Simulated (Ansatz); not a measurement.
A structure relaxed at PBE0-D4/def2-TZVP, charge 0, multiplicity 1:

```xyz
7

O    -0.136   -0.666    1.358
Zr   -0.179    0.638   -0.015
F    -1.937    1.304   -0.284
F     0.921    2.127    0.406
Se    0.672   -0.488   -2.194
H    -0.182   -1.180    2.160
H     0.840   -1.734   -1.430
```

(1) Give its formula and SMILES.

(2) Point group (tolerance 0.08 Å, 0.16 Å for H)?

(3) Summarise the bond lengths by kind.

Answers

(1) F2H2OSeZr, `[OH][Zr]([F])([F])[SeH]`.

(2) Cs.

(3) 1 × O–Zr 1.895 Å; 1 × H–O 0.954 Å; 2 × F–Zr 1.899 Å; 1 × Se–Zr 2.596 Å; 1 × H–Se 1.472 Å.

Program: Ansatz 0.2.0.
